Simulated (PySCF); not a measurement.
A species of formula C6H11NO has this rotational fingerprint, computed with PBE0/pcSseg-1 in PySCF (dipole) on a GFN2-xTB geometry, gas phase:

* Rotational constants: A = 3852, B = 1482, C = 1171 MHz
* Dipole components: |μa| = 1.12 D, |μb| = 3.63 D, |μc| = 0.19 D
* Inertial defect: -40.66 u·Å²
* κ: -0.77

**Question.** Which structure is it? (One computed conformer of each.)
A. `[CH3:1][CH2:2]/[CH:3]=[CH:4]\[NH:5][C:6]([CH3:7])=[O:8]` with C1–C2–C3–C4 -94°, C3–C4–N5–C6 -179°, C4–N5–C6–C7 180°
B. `[CH2:1]=[CH:2][CH2:3][NH:4][C:5](=[O:6])[CH2:7][CH3:8]` with C1–C2–C3–N4 -130°, C2–C3–N4–C5 -118°, C3–N4–C5–O6 -3°, N4–C5–C7–C8 151°
C. `[CH3:1][N:2]([CH3:3])[C:4](=[O:5])[CH:6]1[CH2:7][CH2:8]1` with C1–N2–C4–O5 -177°, N2–C4–C6–C7 -108°

**Answer.** C. It is CN(C)C(=O)C1CC1, an asymmetric top, point group C1. The candidates at the same level (rigid rotor, commonest isotopes):

```
         SMILES  A (MHz)  B (MHz)  C (MHz)  μa (D)  μb (D)  μc (D)  Δ (u·Å²)  point group                        rotor
   C=CCNC(=O)CC     6955    831.2    784.7    1.11    3.23    0.56    -36.65           C1  near-prolate asymmetric top
 CC/C=C\NC(C)=O     4399    948.2    832.6    2.11    3.06    0.83    -40.88           C1  near-prolate asymmetric top
CN(C)C(=O)C1CC1     3852     1482     1171    1.12    3.63    0.19    -40.66           C1               asymmetric top
```

`CC/C=C\NC(C)=O` has B 36 % too low; `C=CCNC(=O)CC` has A 81 % too high. No structure here is proved a minimum.
